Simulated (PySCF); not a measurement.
Compound: C2H4NOSn (doublet state).
Numbering: `[N:1]#[C:2][CH:3][O:4][SnH3:5]` (hydrogens: H6 on C3; H7, H8, H9 on Sn5)

Theory: PySCF 2.14.0, PBE0-D3(BJ)/def2-SVP geometry optimisation, gas phase, def2 core potentials past Kr.

Task: List the bond lengths, angles and torsions at this level.

Result: 
```tsv
bond	length (Å)
N1≡C2	1.174
C2–C3	1.396
C3–O4	1.324
O4–Sn5	2.045
C3–H6	1.094
Sn5–H7, Sn5–H8, Sn5–H9	1.703
```

Bonds in one row agree within 0.01 Å and their mean is given. A selection of angles:
```tsv
angle	degrees
N1–C2–C3	177.1
C2–C3–O4	122.8
C2–C3–H6	120.6
O4–C3–H6	116.6
C3–O4–Sn5	123.1
O4–Sn5–H7	105.8
O4–Sn5–H8	99.4
H7–Sn5–H8	114.4
H7–Sn5–H9	114.9
```

Torsions: C2–C3–O4–Sn5 1° (synperiplanar).

C3 (carbon bonded to C, O and H) is planar (angles 122.8°, 120.6° and 116.6°, sum 360.0°, 0.00 Å off the plane of its three neighbours). Sn5 (tin bonded to O and 3 H) is distorted tetrahedral (angles from 99.4° to 114.9°). The 5 heavy atoms lie in one plane (0.004 Å rms).

Point group: Cs (every atom within 0.08 Å of its image). No frequency check. ⟨S²⟩ = 0.765 (exact for a doublet: 0.75).

One conformer stands for the species.
